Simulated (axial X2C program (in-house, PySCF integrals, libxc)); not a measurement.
**SnC: properties at the nuclei**

Computed with an in-house all-electron X2C program for linear molecules (integrals from PySCF): two-component X2C with atomic mean-field Coulomb and Gaunt terms, Gaussian nuclei, basis Sn dyall-cv3z, C dyall-v3z with contracted cores.

R = 2.018 Å (near the PBE0 minimum at charge 0 of the determinant lowest at the starting distance; the state shown can have its own minimum elsewhere).

Determinant lowest in the PBE0 search, Ω = 2 (⟨Sz⟩ = 1.00, ⟨Lz⟩ = 1.00 at PBE0), spin on the atoms Sn -0.02, C 1.02:

```
level  Eeff magnitude (GV/cm)  Ws magnitude Sn (kHz)  A∥/gI Sn (MHz)  qzz Sn (a.u.)  A∥/gI C (MHz)  qzz C (a.u.)  μ (D)
 PBE0                    1.55                  0.554             324          -2.57           65.5          0.02  -2.46
   HF                   0.198                   0.14             417          -3.70           92.6          0.04  -1.52
  PBE                    2.22                  0.748             280          -2.17           71.7          0.01  -2.54
 BP86                    2.26                  0.762             280          -2.07           73.8          0.00  -2.52
TPSSh                    1.76                  0.619             324          -2.35           74.6          0.01  -2.40
```

Eeff is the effective electric field on the electron electric dipole moment in this Ω state and Ws the scalar–pseudoscalar constant of the nucleus named (defined with the proton number Z and per Ω); A∥ (defined per Ω) follows by multiplying with gI = μI/(I μN); qzz is the electric field gradient, eQq0 = 234.96 MHz × Q/barn × qzz; μ is positive if the C end (last atom) is positive. The operators were transformed with the bare-nucleus X2C matrices; with these basis sets, hyperfine constants and field gradients can be off by tens of per cent, and where levels differ in sign neither size nor sign is settled.

**Question.** With gI(119Sn) = -2.0946, gI(13C) = 1.4048 (g factors from the IAEA table of nuclear moments by Stone), turn the PBE0 values of the first state into constants in MHz.

**Answer.** A∥(119Sn) = 324 × -2.0946 = -679 MHz; A∥(13C) = 65.5 × 1.4048 = 92 MHz.

Each state is one determinant with collinear spin, which with several unpaired electrons need not be a pure state. Unrestricted Hartree–Fock can overshoot spin polarisation at the nuclei. With several open shells hyperfine constants can be off by a factor of several. Where Eeff spreads by more than a factor of two the levels disagree and none is to be relied on. Open-shell Ω = 0 determinants with evenly filled partner blocks cannot be reached by this program, so the Ω shown need not be the lowest component. States lie within half an eV, so the first need not be the ground state. Further determinants of the search, some of them spin-mixed, are not shown. Where a field gradient or hyperfine factor spreads by more than a factor of two over the levels, a constant derived from it is not to be relied on.
